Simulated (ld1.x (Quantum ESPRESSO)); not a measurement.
# Reading a pseudo-wave (F (Z = 9))

Columns: radius, all-electron u(r) and pseudo u(r) of the 2p shell (level -11.29 eV) of fluorine in the configuration [He] 2s2 2p5; LDA (PZ), scalar-relativistic, TM scheme, ld1.x (Quantum ESPRESSO) 7.5.

```csv
r (bohr),all-electron,pseudo
0.082,0.1008,0.0315
0.165,0.2922,0.1232
0.248,0.4832,0.2621
0.330,0.6395,0.4267
0.413,0.7572,0.5985
0.495,0.8354,0.7518
0.578,0.8818,0.8731
0.660,0.9018,0.9503
0.742,0.9024,0.9842
0.825,0.8884,0.9803
0.908,0.8641,0.9483
0.990,0.8333,0.9000
1.072,0.7981,0.8444
1.155,0.7599,0.7878
1.238,0.7205,0.7347
1.320,0.6813,0.6872
1.402,0.6426,0.6443
1.485,0.6043,0.6046
1.568,0.5672,0.5672
1.650,0.5321,0.5321
1.733,0.4981,0.4981
1.815,0.4662,0.4662
1.898,0.4355,0.4355
1.980,0.4069,0.4069
2.062,0.3799,0.3799
2.145,0.3542,0.3542
```

**Question.** How many radial nodes do the two functions have?

**Answer.** The all-electron 2p function has n − l − 1 = 0; the pseudo-wave has 0.

**Question.** At about which radius was the pseudo-wave matched?

**Answer.** 1.65 bohr. The columns agree to 0.0005 from 1.49 bohr on; several derivatives are matched, so the curves merge somewhat inside the radius.

**Question.** Is the pseudo-wave norm-conserving?

**Answer.** Yes: the TM scheme keeps the norm inside the radius equal to the all-electron one, which fixes the energy derivative of the logarithmic derivative at the level.
